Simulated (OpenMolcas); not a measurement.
## Ti3+ in K2NaGaF6

Ti3+ with its 6 nearest fluoride ions at 1.938 Å, on the Ga site of K2NaGaF6 (a = 8.246 Å, distance in the model lattice 1.938 Å). The rest of the host is ab initio model potentials to 7.6 Å and point charges beyond; the distance is set by hand and nothing relaxes. Ligand basis ANO-RCC-VDZP.
```
Ti    0.0000    0.0000    0.0000
F     1.9380    0.0000    0.0000
F     0.0000    1.9380    0.0000
F    -1.9380    0.0000    0.0000
F     0.0000   -1.9380    0.0000
F     0.0000    0.0000    1.9380
F     0.0000    0.0000   -1.9380
```

```json
{
  "Program": "OpenMolcas",
  "Method": "SS-CASPT2, IPEA 0.25 Eh, imaginary shift 0.1 Eh (closed shells correlated: 3s 3p and the ligand valence shells)",
  "Basis": "ANO-RCC-VTZP [6s5p3d2f1g]",
  "Scalar Hamiltonian": "DKH2, point nucleus",
  "Active space": "1 electron in 5 orbitals (3d)",
  "State averaging": "2S+1 = 2 even, 5 roots",
  "Spin-orbit coupling": "state interaction with AMFI integrals over the reference wave functions"
}
```

The lowest spin-free states (labels of O, the rotations of Oh), above the lowest:

```json
{"State": "2T2", "Degeneracy": "3", "E (cm-1)": "0"}
{"State": "2E", "Degeneracy": "2", "E (cm-1)": "20460"}
```

The lowest levels with spin-orbit coupling:

```csv
E (cm-1),Degeneracy,Label,2S+1,g
0,4,Γ8,2,
220,2,Γ7,2,1.95 1.95 1.95
20540,4,Γ8,2,
```

Powder χT (cm3 K/mol): 0.00502 at 2 K, 0.0239 at 10 K, 0.118 at 50 K, 0.228 at 100 K, 0.372 at 200 K, 0.444 at 300 K. The effective moment at 300 K is 2.828 √(χT) = 1.88 μB.

The lowest level has 2S+1 = 2, for which the spin-only value is χT = S(S+1) / 2 = 0.375 cm3 K/mol (g = 2). The computed 0.444 at 300 K differs by +0.069, through orbital momentum, spin-orbit coupling and any other state in reach. With a threefold ground state the orbital momentum is unquenched, so the spin-only value is not expected to hold.

The gap between the two states is 10Dq = 20462 cm-1.

Roots that are degenerate in the reference are averaged as groups; the widest CASPT2 spread within a group is 150 cm-1 (the 3-fold group of multiplicity 2 near 0 cm-1 above the lowest state of its run). Shifts and gaps below about the spread of the groups concerned are not significant. Over all roots computed the reference weight is 0.74; a low but even weight reflects the number of correlated electrons. An orbital triplet at a regular site is open to Jahn-Teller coupling, which can distort the site and quench the lowest spin-orbit gaps and is left out. Ligand-to-metal charge-transfer states are missing. With one d shell and no ligand orbital active, 10Dq can be off by a tenth or more. The distance lies 1 % under the 1.965 Å that this model takes as the normal distance (a Shannon-type radius plus a fixed donor radius, weighted with the host); by an R⁻⁵ law this alone changes a d-shell field by about +7 %. No measured value stands beside these numbers; the geometry was set by hand and not optimised.

The CASPT2 steps took 17 s on 1 thread of Arm Neoverse V1, with other jobs on the host; the integral step is not counted.
